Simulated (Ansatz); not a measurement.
A trace of molecular dynamics of C$_{2}$H$_{9}$AlS (13 atoms, charge 0, multiplicity 1).

Method: Ansatz, UKS revPBE-D4/6-31G.

```yaml
ensemble: NVE (velocity Verlet)
starting_velocities_drawn_for: 600 K
seed: 307496
```

```tsv
time (fs)	T (K)	potential energy less start (eV)	conserved less start (meV/atom)
0.0	600	0.000	0.00
3.0	570	0.043	0.01
6.0	587	0.017	-0.07
9.0	496	0.154	0.39
12.0	1060	-0.658	-0.28
15.0	766	-0.235	0.07
18.0	916	-0.449	-0.01
21.0	947	-0.489	0.37
24.0	1276	-0.965	-0.27
27.0	904	-0.431	0.12
30.0	1263	-0.945	-0.13
33.0	1262	-0.936	0.36
36.0	1478	-1.251	-0.25
39.0	1059	-0.651	0.13
42.0	1332	-1.045	-0.29
45.0	1187	-0.832	0.22
48.0	1350	-1.068	-0.18
51.0	1068	-0.664	0.16
54.0	1462	-1.231	-0.42
57.0	1304	-0.999	0.13
60.0	1395	-1.133	-0.18
63.0	1093	-0.698	0.25
66.0	1654	-1.507	-0.65
69.0	1396	-1.132	-0.10
72.0	1331	-1.040	-0.11
75.0	1103	-0.713	0.21
```

**Question.** Is this trajectory sound?

**Answer.** The conserved energy stayed within 0.65 meV per atom of its start (net change 0.21 meV per atom), so the integration is sound. The system heated up, since it started high on the potential surface and ran downhill. A run of 0.075 ps of so small a system gives no equilibrium averages. The orbitals stay closed-shell, which can raise the energy where a bond breaks towards radicals; this wasn't checked here. Limits of this set-up: no polarisation functions. The time step was 0.5 fs.

Time of the run: 13 min on 1 thread of Arm Neoverse V1, on a shared host, peak memory 0.14 GiB.
